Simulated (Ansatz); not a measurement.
Compare A (`NCC1O[SiH2]1`) with its isomer B (`OC1C[SiH2]N1`).

Calculated with Ansatz (gas phase, PBE0-D4/def2-TZVP geometries, no zero-point term in ΔE). CBS: MP2 limit from def2 TZ/QZ plus the TZ coupled-cluster correction, frozen cores. DFT in def2-TZVPP. One conformer a species, not always the lowest.

(1) Which isomer does CCSD(T)/CBS put lower? Give the gap. (An estimate is asked.)

(2) Give E(B) − E(A) in kJ/mol with CCSD(T)/def2-SVP, MP2/def2-TZVPP, PBE-D4, ωB97M-V, r2SCAN-D4, HF/def2-TZVPP, CCSD/def2-TZVPP. (Best estimate.)

(3) Does the order hold for the free energy at 298.15 K (harmonic terms from PBE0-D4)? (An estimate is asked.)

Largest T1 diagnostic: 0.013.

Answers

(1) Computed: B, by 67.0 kJ/mol.

(2) The calculation gave: CCSD(T)/def2-SVP -73.0, MP2/def2-TZVPP -68.7, PBE-D4 -60.0, ωB97M-V -70.8, r2SCAN-D4 -61.3, HF/def2-TZVPP -77.8, CCSD/def2-TZVPP -69.7. None reverses the order clearly.

(3) Ansatz gave: Yes: G(B) − G(A) = -68.9 kJ/mol, for one conformer each.

From r2SCAN to r2SCAN0 (25 % exact exchange), in def2-TZVPP and without D4, E(B) − E(A) moves by −9.9 kJ/mol. In def2-TZVPP, CCSD(T) changes the Hartree–Fock value by +11.1 kJ/mol (the triples alone add +3.0 kJ/mol) and MP2 by +9.1 kJ/mol.
